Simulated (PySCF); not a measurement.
Structure problem from calculated spectra and properties.

Formula: C8H18.

- Triplet: lowest triplet excitation (Tamm–Dancoff): 8.67 eV [TDA wB97X-D/def2-SVPD]
- XPS: C1s 290.1 (×6), C1s 290.3 (×2) eV [ΔSCF SCAN, pcX-2 on the ionised atom, pcseg-1 elsewhere, spin-free X2C]
- 13C NMR: chemical shifts (computed TMS as zero) by class: 34.6 (2 C), 26.8 (6 C) ppm [GIAO PBE0/pcSseg-1]
- UV, strongest line: among the 10 lowest singlet transitions: S6 at 9.54 eV (130 nm, f = 0.439) [TDDFT wB97X-D/def2-SVPD]
- Rotational structure: rotational constants A, B, C: 2.326, 1.673, 1.672 GHz [PBE0-D3(BJ)/def2-SVP]
- 1H NMR: chemical shifts (computed TMS as zero) by class: 0.87 (18 H) ppm [GIAO PBE0/pcSseg-1]
- Dipole: 0.00 D [wB97X-D/def2-SVPD]

Gas-phase values; electronic properties from PySCF, density fitting. Levels stand in brackets. Geometry: PBE0-D3(BJ)/def2-SVP; no solvent, vibrations or thermal averaging. NMR classes are plain means over equivalent atoms (diastereotopic ones count apart unless rotation or inversion swaps them), as if these changed places fast.

Question: What is the compound? Reason from the data.

Answer: Numbering: `[CH3:1][C:2]([CH3:3])([CH3:4])[C:5]([CH3:6])([CH3:7])[CH3:8]`. Its formula, C8H18, gives 0 degrees of unsaturation, so no ring and no π bond. 8 carbons fall into 2 classes; from least to most shielded: quaternary sp3 carbon [C2/C5] (34.6 ppm, 2 C), methyl carbon [C1/C3/C4/C6/C7/C8] (26.8 ppm, 6 C). All hydrogens form one class (0.87 ppm): methyl hydrogen. The core levels belong to: C1s 290.1 eV, methyl carbon [C1/C3/C4/C6/C7/C8]; C1s 290.3 eV, quaternary sp3 carbon [C2/C5]. The vanishing dipole is forced by symmetry. The optimised geometry has point group D3 and is a prolate symmetric top (the spread among constants that symmetry makes equal is optimisation noise). Structure: `CC(C)(C)C(C)(C)C` (tetramethylbutane). Computed isomers that give other values at the same levels: `CCCCCCCC` (13C chemical shifts (computed TMS as zero) by class: 36.6 (2 C), 35.0 (2 C), 27.2 (2 C), 16.7 (2 C) ppm); `CC(C)CCC(C)C` (core binding energies: C1s 290.1 (×2), C1s 290.3 (×4), C1s 290.3 (×2) eV). The assignments are read from this structure; whether some other isomer fits the data as well wasn't checked.

Shape of the structure used: `[CH3:1][C:2]([CH3:3])([CH3:4])[C:5]([CH3:6])([CH3:7])[CH3:8]`: C1–C2–C5–C6 168°.
